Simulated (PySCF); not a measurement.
NICS in one family of compounds.

NICS = −σ at a ghost point: NICS(0) at the centroid of the ring atoms, NICS(1) 1 Å to either side along the normal of their mean plane, zz for the tensor component along that normal. Level: GIAO PBE0/pcSseg-1 (PySCF, non-relativistic, gas phase) on the GFN2-xTB geometries, one conformer each. Atom numbers follow the mapped SMILES.

Question: Order these rings by mean NICS(1)zz, lowest (most negative) first (ppm).
A. ring C4–C5–N6–N7–N8 in `[CH3:1][C:2](=[O:3])[c:4]1[cH:5][n:6][n:7][nH:8]1`
B. ring C5–C6–N7–N8–N9 in `[CH3:1][Si:2]([CH3:3])([CH3:4])[c:5]1[cH:6][n:7][n:8][nH:9]1`
C. ring C2–C3–N4–N5–N6 in `[Cl:1][c:2]1[cH:3][n:4][n:5][nH:6]1`

Answer: B (-36.0), A (-32.9), C (-31.7).

| SMILES | ring | NICS(0) | NICS(1) | NICS(1)zz | HOMA | rms pucker (Å) | ring atoms with four or more neighbours |
| --- | --- | --- | --- | --- | --- | --- | --- |
| C[Si](C)(C)c1cnn[nH]1 | 5-membered ring with 3 N; formal bonds all aromatic | -13.9 | -14.0 | -36.0 | 0.95 | 0.00 | 0 |
| CC(=O)c1cnn[nH]1 | 5-membered ring with 3 N; formal bonds all aromatic | -12.4 | -13.2 | -32.9 | 0.96 | 0.00 | 0 |
| Clc1cnn[nH]1 | 5-membered ring with 3 N; formal bonds all aromatic | -12.7 | -12.6 | -31.7 | 0.94 | 0.00 | 0 |

NICS(0) gives another order. The isotropic NICS(1) gives the same order. HOMA uses Krygowski's 1993 parameters. NICS(1) and NICS(1)zz are means over the two faces.
